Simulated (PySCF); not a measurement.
**Correlation energy of Ca⁺ (calcium, charge +1)**

[Ar] 3d1, 2D determinant (an excited configuration). Calculation: PySCF 2.14, in aug-cc-pwCVTZ-X2C with one added diffuse shell each of s, p, d, f type (10s9p7d4f, 100 functions); the spin-free X2C one-electron Hamiltonian (Gaussian nucleus). Frozen: [Ne]; 9 electrons correlated.

| level | correlation energy (mhartree) |
| --- | --- |
| CCSD | -242.44 |
| (T) | -5.35 |
| CCSD(T) | -247.79 |

Diagnostics: T1 = 0.0028, D1 = 0.0060, largest double amplitude 0.020.

Task: Is a single reference adequate?

Result: Yes: T1 lies below 0.03 and no double amplitude reaches 0.07.
